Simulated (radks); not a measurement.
Results of a calculation; reference values are marked as such.
The mercury ion Hg25+, configuration [Kr] 4d10 4f8 6s1 (not the ground configuration). Code: a radial shooting solver on a logarithmic mesh with Libxc functionals. Model: scalar-relativistic Kohn-Sham, BLYP, spin-polarised, spherical densities, point nucleus; open shells are filled with parallel spins first (spin-orbit coupling, left out, can overturn this in heavy ions).

Unscreened Slater integrals over Kohn-Sham orbitals (hartree). They are taken over the spin-up orbitals.

F0(6s,6s): 0.73162
F0(6s,4f): 0.95051
G3(6s,4f): 0.051583
F0(6s,4d): 0.94869
G2(6s,4d): 0.052573
F0(6s,4p): 0.95193
G1(6s,4p): 0.046054
F0(4f,4f): 2.1899
F2(4f,4f): 1.1420
F4(4f,4f): 0.74052
F6(4f,4f): 0.54024
F0(4f,4d): 2.1444
F2(4f,4d): 1.0750
F4(4f,4d): 0.69944
G1(4f,4d): 1.1748
G3(4f,4d): 0.78550
G5(4f,4d): 0.56971
F0(4f,4p): 2.1745
F2(4f,4p): 1.1064
G2(4f,4p): 0.92765
G4(4f,4p): 0.66544
F0(4d,4d): 2.1305
F2(4d,4d): 1.0896
F4(4d,4d): 0.73727
F0(4d,4p): 2.1570
F2(4d,4p): 1.1110
G1(4d,4p): 1.3977
G3(4d,4p): 0.88707
F0(4p,4p): 2.1888
F2(4p,4p): 1.1456

Derived for the open shells (J is the average intra-shell exchange parameter used in DFT+U). 4f: F4/F2 = 0.648, F6/F2 = 0.473, J = (286 F2 + 195 F4 + 250 F6)/6435 = 0.09418 hartree.
